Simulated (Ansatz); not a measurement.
Reaction (homolysis of the Ge–H bond): `C#[C][GeH]([F])[F]` → `C#[C][Ge]([F])[F]`• + H•

Computed with Ansatz on PBE0-D4/def2-TZVP structures; ΔE is electronic, products minus reactants. CCSD(T)/CBS adds triple-zeta CCSD(T) − MP2 to the extrapolated MP2 energy (def2 sets, frozen cores). This one scheme is used for every species, atoms too. DFT in def2-TZVPP. Open shells (•) are unrestricted, without spin–orbit coupling. For Ge outer-core shells are correlated without core-valence functions, so the limit isn't a true one: a few kJ/mol of doubt a bond, and 10 to 20 or more in all where bonds break to atoms. Scalar relativity is left out up to krypton.

(1) What is ΔE at CCSD(T)/CBS? (An estimate is asked.)

(2) What do these levels give: PBE0-D4, B2PLYP, PBE, CCSD/def2-SVP, MP2/def2-TZVPP, MP2/CBS(def2)? (An estimate is asked.)

Largest T1 diagnostic among the species: 0.015.

Answers

(1) Computed: +394.8 kJ/mol.

(2) Computed: PBE0-D4 365.6, B2PLYP 375.4, PBE 353.0, CCSD/def2-SVP 379.4, MP2/def2-TZVPP 377.5, MP2/CBS(def2) 385.3 kJ/mol.

From PBE to PBE0 (25 % exact exchange), in def2-TZVPP and without D4, ΔE moves by +11.7 kJ/mol. At CCSD(T), def2-SVP lies −16.3 kJ/mol from the extrapolated value and def2-TZVPP −7.8 kJ/mol: correlation converges slowly with the basis, and small sets miss more of it in the bonded molecule than in its fragments.
